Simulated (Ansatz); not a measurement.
The pair A = GeH4O (SMILES [OH][GeH3]) (first 6 atoms), B = NH3 (SMILES N); geometry from B3LYP-D3(BJ)/def2-TZVP.
(charge 0, multiplicity 1):
```xyz
10

O     -0.36249     0.71426     0.57519
Ge     0.51478    -0.70742    -0.03531
H     -0.46111     0.69066     1.54997
H      1.93723    -0.77697     0.56828
H      0.58414    -0.52578    -1.55836
H     -0.23739    -2.01145     0.32022
N     -0.66815     0.66361     3.44829
H     -1.64524     0.83347     3.65901
H     -0.39789    -0.19491     3.91492
H     -0.12909     1.41891     3.85653
```

Correlated levels freeze the cores. Filled d and f shells under p-block atoms count as core. MP2 and its Hartree–Fock in aug-cc-pVTZ are density fitted.

The values were computed with Ansatz (a first-principles code). Each number belongs to the level named beside it.

The counterpoise-corrected interaction energy is E(AB) − E(A in the pair's basis) − E(B in the pair's basis). Total energies (hartree):

| level | AB | A in the pair's basis | B in the pair's basis |
|---|---|---|---|
| HF/aug-cc-pVDZ | -2208.7597601 | -2152.5465326 | -56.2058967 |
| MP2/aug-cc-pVDZ | -2209.2823748 | -2152.8653521 | -56.4062217 |
| HF/aug-cc-pVTZ | -2208.8692116 | -2152.6414678 | -56.2202840 |
| MP2/aug-cc-pVTZ | -2209.4999424 | -2153.0273185 | -56.4608818 |
| CCSD(T)/aug-cc-pVDZ | -2209.3379301 | -2152.9006446 | -56.4267317 |

### Question
Work out the counterpoise-corrected interaction energy at the basis-set limit: extrapolate the MP2 correlation part as X⁻³, take Hartree–Fock from the larger set, and add the CCSD(T) − MP2 difference of aug-cc-pVDZ.

### Answer

1. Differences (1 hartree = 627.509 kcal/mol): HF/aug-cc-pVDZ -4.600; MP2/aug-cc-pVDZ -6.778; HF/aug-cc-pVTZ -4.681; MP2/aug-cc-pVTZ -7.368; CCSD(T)/aug-cc-pVDZ -6.623.
2. Correlation parts, MP2 less HF: -2.178 in aug-cc-pVDZ (X = 2), -2.687 in aug-cc-pVTZ (X = 3).
3. Limit (3³·(-2.687) − 2³·(-2.178))/(3³ − 2³) = -2.902; with HF/aug-cc-pVTZ it gives -7.583.
4. CCSD(T) less MP2 in aug-cc-pVDZ: 0.155.
Result: -7.43 kcal/mol, against -6.78 at MP2/aug-cc-pVDZ. It is an estimate of this method's limit, not of the exact value.
